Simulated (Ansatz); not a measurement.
```yaml
crystal:
  periodic: [false, false, false]
  atoms:
    - {symbol: O, position_ang: [-0.146197, -0.744880, 1.959820]}
    - {symbol: C, position_ang: [-0.956514, -0.044613, 1.416837]}
    - {symbol: O, position_ang: [-0.872757, 0.431823, 0.176245]}
    - {symbol: B, position_ang: [0.218471, 0.160756, -0.680070]}
    - {symbol: O, position_ang: [1.264421, -0.598020, -0.321503]}
    - {symbol: S, position_ang: [0.073318, 0.933350, -2.307075]}
    - {symbol: H, position_ang: [-1.884773, 0.290906, 1.897439]}
    - {symbol: H, position_ang: [1.150724, -0.917748, 0.590028]}
    - {symbol: H, position_ang: [1.241706, 0.442025, -2.749022]}
basis:
  gaussian: {orbitals: cc-pVTZ-DK, final_grid: {core_spheres: 1, valence_spheres: 1, degree: 5}}
hamiltonian: {xc: {name: PBE}}
```

```sh
$ ansatz run in.yaml --threads 4 --pin off --events-out ev --progress --plain --max-ram 10444MiB
```

Shortened log:

```
Functional definition: PBE
1329 factors; their error is unknown
mean field evaluation 1: about -18757.3390 eV, gradient 7.8e1 eV
mean field evaluation 2: about -18726.6668 eV, gradient 1.5e2 eV
mean field evaluation 4: about -18766.6339 eV, gradient 1.6e1 eV
mean field evaluation 8: about -18767.0616 eV, gradient 1.5e-1 eV
mean field evaluation 16: about -18749.3566 eV, gradient 1.3e-1 eV
mean field -18749.35661857 eV, -689.0261469620 hartree, gradient 8.4e-5 eV, S^2 0.000000; 0 other end points of the search recorded, 0 dependent functions left out
reference -18749.35676391 eV, -689.0261523031 hartree; 27, 27 occupied and 199, 199 virtual orbitals, 1329 factors
Total energy: -18749.35676391 eV, -689.0261523031 hartree
Relativity: scalar
```

Task: What is wrong with this run?

Result: The integration grid is far too coarse. The run converged. The result belongs to that input, not to the molecule as meant.
